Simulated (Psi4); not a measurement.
Here is a job for Psi4.
```
memory 2 GB

molecule {
1 1
O     0.96806077   -0.29274694   -0.01801030
Si   -0.52671752    0.13783196    0.00849571
H     1.90715119   -0.08140312   -0.00537859
H    -0.91460201    1.53346203    0.09340103
H    -1.36299003   -1.03973089   -0.06287995
}

set {
  basis sto-3g
}

energy('tpssh')
print_variables()
```

**Question.** Predict the nuclear repulsion energy from TPSSH/STO-3G in Psi4.

**Answer.** 59.6153 Eh

**Question.** What number of basis functions does TPSSH/STO-3G give?

**Answer.** 17

**Question.** What is the computed total energy (TPSSH/STO-3G)?

**Answer.** -361.8768 Eh
